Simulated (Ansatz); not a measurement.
Basis-set extrapolation for C6H10O2 (`CC(=O)C(C)C(C)=O`) (PBE0-D4/def2-TZVP geometry, frozen core, Ansatz). Multiplicity 1, RHF reference.

|  | def2-TZVPP | def2-QZVPP |
| --- | --- | --- |
| HF | -382.912949 | -382.930262 |
| MP2 correlation | -1.462472 | -1.562639 |
| CCSD(T) correlation | -1.576114 | not run |

Energies in hartree. Use E(X) = E(∞) + A·exp(−7.88·√X) for Hartree–Fock and E(X) = E(∞) + B·X^(−2.97) for correlation, with X = 3 and 4, and add CCSD(T) minus MP2 of the smaller set to the MP2 limit.

Q: What is the CCSD(T) energy at the basis-set limit?

A: HF limit: -382.930262 + (-0.017313) × 0.13774 = -382.93265. MP2 limit: -1.562639 + (-0.100167) × 0.74074 = -1.63684. Higher-order term: -1.576114 − (-1.462472) = -0.11364. Total: -384.68313 hartree, 5.28 eV below CCSD(T)/def2-TZVPP.
